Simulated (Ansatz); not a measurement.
Basis-set extrapolation for CH5AlOSi, SMILES `[CH2]1O[SiH2][AlH]1` (PBE0-D4/def2-TZVP geometry, frozen core, the Gaussian-basis code of Ansatz). Multiplicity 1, RHF reference.

```tsv
	def2-TZVPP	def2-QZVPP
HF	-646.535535	-646.557079
MP2 correlation	-0.599113	-0.643873
CCSD(T) correlation	-0.663836	not run
```

Energies in hartree. Use E(X) = E(∞) + A·exp(−7.88·√X) for Hartree–Fock and E(X) = E(∞) + B·X^(−2.97) for correlation, with X = 3 and 4, and add CCSD(T) minus MP2 of the smaller set to the MP2 limit.

**Question.** What is the CCSD(T) energy at the basis-set limit?

**Answer.** HF limit: -646.557079 + (-0.021544) × 0.13774 = -646.56005. MP2 limit: -0.643873 + (-0.044760) × 0.74074 = -0.67703. Higher-order term: -0.663836 − (-0.599113) = -0.06472. Total: -647.30180 hartree, 64.3 kcal/mol below CCSD(T)/def2-TZVPP.
